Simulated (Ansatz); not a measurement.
Computed with Ansatz.

A structure relaxed at PBE0-D4/def2-TZVP, charge 0, multiplicity 1:

```csv
atom,x (Å),y (Å),z (Å)
F1,-2.359,-0.390,0.020
B2,-1.250,0.317,-0.021
C3,0.116,-0.380,0.201
F4,0.084,-1.708,0.520
C5,1.378,0.110,-0.301
N6,1.221,0.381,0.905
H7,-1.310,1.491,-0.239
H8,2.121,0.179,-1.085
```

**Question.** Give its formula and SMILES.

**Answer.** C2H2BF2N, `FBC1(F)C=N1`.

**Question.** Summarise the bond lengths by kind.

**Answer.** 1 × B–F 1.315 Å; 1 × B–C 1.550 Å; 1 × B–H 1.196 Å; 1 × C–F 1.366 Å; 1 × C–C 1.443 Å; 2 × C–N 1.246 to 1.515 Å; 1 × C–H 1.082 Å.
